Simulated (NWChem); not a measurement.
## Polarisability of silicon dioxide molecule (O₂Si)

SMILES: O=[Si]=O
```xyz
3

O      0.0000     0.0000    -1.5184
Si     0.0000     0.0000     0.0000
O      0.0000     0.0000     1.5184
```
Charge 0, spin multiplicity 1.

Everything below was run with NWChem. The geometry was optimised at PBE0/def2-SVP, a minimum by its harmonic frequencies.

Basis set: def2-SVPD. Static limit.

The correlated methods keep 7 core orbitals frozen. B3LYP has NWChem's definition, with VWN1-RPA local correlation. Coupled-cluster values serve here as a point of comparison, not as the truth.

```csv
method,isotropic polarisability (bohr³)
HF,[?]
PBE,[?]
BHandHLYP,[?]
B3LYP,29.89
CCSD linear response,[?]
```

Q: Some entries are withheld; supply them.

A: 
- HF, isotropic polarisability (bohr³): 25.52
- PBE, isotropic polarisability (bohr³): 31.30
- BHandHLYP, isotropic polarisability (bohr³): 27.87
- CCSD linear response, isotropic polarisability (bohr³): 31.25
